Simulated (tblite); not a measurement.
CH5F3Si3.
Atom-mapped SMILES: `[F:1][SiH:2]1[SiH2:3][C:4]([F:5])([F:6])[SiH2:7]1` (hydrogens: H8 on Si2; H9, H10 on Si3; H11, H12 on Si7)

The geometry is computed with GFN2-xTB (gas phase).

**Question.** List the bond lengths, angles and torsions at this level.

**Answer.** 
| bond | length (Å) |
| --- | --- |
| F1–Si2 | 1.627 |
| Si2–Si3, Si2–Si7 | 2.345 |
| Si3–C4, C4–Si7 | 1.982 |
| C4–F5 | 1.376 |
| C4–F6 | 1.385 |
| Si2–H8 | 1.462 |
| Si3–H9, Si7–H11 | 1.464 |
| Si3–H10, Si7–H12 | 1.463 |

Bonds in one row agree within 0.01 Å and their mean is given. A selection of angles:
| angle | degrees |
| --- | --- |
| F1–Si2–Si3 | 114.0 |
| F1–Si2–H8 | 98.9 |
| Si3–Si2–Si7 | 84.5 |
| Si3–Si2–H8 | 123.1 |
| Si2–Si3–C4 | 84.5 |
| Si2–Si3–H9 | 121.1 |
| Si2–Si3–H10 | 121.2 |
| C4–Si3–H9 | 107.9 |
| C4–Si3–H10 | 109.3 |
| H9–Si3–H10 | 108.5 |
| Si3–C4–F5 | 113.5 |
| Si3–C4–F6 | 110.2 |
| Si3–C4–Si7 | 105.4 |
| F5–C4–F6 | 104.0 |

Torsions: F1–Si2–Si3–C4 121° (anticlinal); Si2–Si3–C4–F5 -133° (anticlinal); Si3–C4–Si7–Si2 8° (synperiplanar); F1–Si2–Si7–C4 -121° (anticlinal).

Si2 (fluorine-bound silicon) has angles from 84.5° to 123.3°. Si3 (SiH2 silicon) has angles from 84.5° to 121.2°. The 4-membered ring Si2–Si3–C4–Si7 has internal angles of 84.5° to 105.4° (sum 359°, against 360° for a flat polygon); it is slightly puckered (a soft mode that the optimisation may not have finished), 0.07 Å rms from its mean plane, widest ring torsion 8°.

Point group: Cs (tolerance 0.08 Å). Its GFN2-xTB frequencies are all real (lowest 26 cm⁻¹). The numbers are those of one conformer.

Hardware: one thread of an Arm Neoverse N1 (shared host). Cost: 0.99 s of wall time. That covers the optimisation of the geometry.
